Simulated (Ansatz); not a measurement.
H2MgS (SMILES [MgH][SH]) moved off its minimum; all values from Ansatz (an electronic-structure program), cores frozen in correlated methods.
(charge 0, multiplicity 1)
```xyz
4

Mg    -0.6509    -0.5247    -0.9357
H     -1.5846    -1.2229    -2.1031
S      0.6485     0.4627     0.7344
H      0.7353    -0.6131     1.4631
```

Problem. Give the forces (eV/Å), the total energy and the dipole at CCSD(T)/def2-TZVPPD.

Solution. 
```csv
atom,Fx,Fy,Fz
Mg1,0.385,0.255,0.525
H2,-0.275,-0.197,-0.361
S3,-0.166,0.905,-0.779
H4,0.056,-0.963,0.615
```
Energy -598.6069 hartree, dipole 1.38 D.
